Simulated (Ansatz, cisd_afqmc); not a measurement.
Species: GeH₃, charge 1, singlet. GeH3+ (parent SMILES [GeH3], singlet).
B3LYP-D3(BJ)/def2-TZVP minimum from Ansatz (a quantum-chemistry and plane-wave program):
```
Ge
H 1 1.5244
H 1 1.5244 2 120.00
H 1 1.5244 2 120.00 3 180.00
```
Charge +1, spin multiplicity 1.

Total energies in cc-pVDZ, 6 correlated electrons, 14 frozen orbitals. Open shells are spin-unrestricted; no spin-orbit coupling. Cores are frozen in correlated methods (noble-gas shells, and filled d and f shells in the p block). No relativity. The Monte Carlo rows (phaseless AFQMC, CISD trial, step 0.005/hartree) carry one-sigma bars that omit the constraint's bias. Outlying blocks are dropped, and bars are widened where a walk drifts. Over all cases where full CI ran beside it in this data, AFQMC minus full CI had a median of +0.1 mEh and passed +0.4 mEh in a tenth of the cases. The spin of H3Ge+ (parent SMILES [GeH3], singlet) was assumed, and the state is the lowest solution found for it.

```
method         program          energy (Eh)  error against FCI (mEh)
----------  ----------  -------------------  -----------------------
HF              Ansatz          -2076.76150                   106.44
MP2             Ansatz          -2076.84206                    25.88
CCSD            Ansatz          -2076.86594                     2.00
CCSD(T)         Ansatz          -2076.86744                     0.50
CCSDT(Q)        Ansatz          -2076.86793                     0.01
CCSDTQ          Ansatz          -2076.86794                     0.00
AFQMC/CISD  cisd_afqmc  -2076.8679 ± 0.0002                0.1 ± 0.2
FCI             Ansatz          -2076.86794                     0.00
```

Rough core times of Ansatz's runs on a shared machine: CCSD(T) under 20 s, CCSDT(Q) under 20 s, CCSDTQ 20 s, FCI under 20 s.
